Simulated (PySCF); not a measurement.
Cl3Ti, neutral, multiplicity 2. Atoms are numbered in the order given.

```xyz
4

Ti     0.0000     0.0000     0.0000
Cl     2.1835     0.0000     0.0000
Cl    -1.0917    -1.8910     0.0000
Cl    -1.0917     1.8910     0.0000
```
Charge 0, spin multiplicity 2.

The structure is a stationary point at PBE0-D3(BJ)/def2-SVP. The multiplicity is an assumed one; other spin states were not compared. The isomer is the one that the SMILES or the coordinates give; other isomers of the formula were not compared.

The numbers are results of ωB97X/def2-TZVPD (PySCF), not measurements.

Mulliken values depend strongly on the basis, most of all with diffuse functions as here. Atomic charges (e):

| atom | meta-Löwdin | Mulliken | Mulliken spin |
|---|---|---|---|
| Ti1 | ___ | 1.20 | 0.99 |
| Cl2 | ___ | -0.40 | 0.00 |
| Cl3 | ___ | -0.40 | 0.00 |
| Cl4 | ___ | -0.40 | 0.00 |

Question: Fill in the missing entries. (An estimate is asked for; the answer gives what the named calculation found.)

Answer: 
- Ti1, meta-Löwdin: 1.26
- Cl2, meta-Löwdin: -0.42
- Cl3, meta-Löwdin: -0.42
- Cl4, meta-Löwdin: -0.42
